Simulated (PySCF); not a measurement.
Si(Cl)(F)2(SiH3) (ClF2H3Si2), SMILES F[Si](F)([SiH3])Cl.

Geometry optimised at PBE-D3(BJ)/def2-SVP.

Computed with SMD-PBE0/6-31G* in PySCF.

Solvation free energies are E(SMD) − E(gas) at the gas-phase geometry, for 1 M in both phases. In vacuum the dipole moment is 2.21 D.

| solvent | ΔG(solv) (kcal/mol) | its non-electrostatic (CDS) part | dipole (D) |
|---|---|---|---|
| water | 1.3 | 3.7 | 2.72 |
| benzene | … | … | … |
| acetone | -2.8 | -0.5 | 2.70 |

Problem. What belongs in the gaps? (Estimate from the structure and the level; the computed values follow.)

Solution. 
- benzene, ΔG(solv) (kcal/mol): -2.1
- benzene, its non-electrostatic (CDS) part: -1.0
- benzene, dipole (D): 2.45
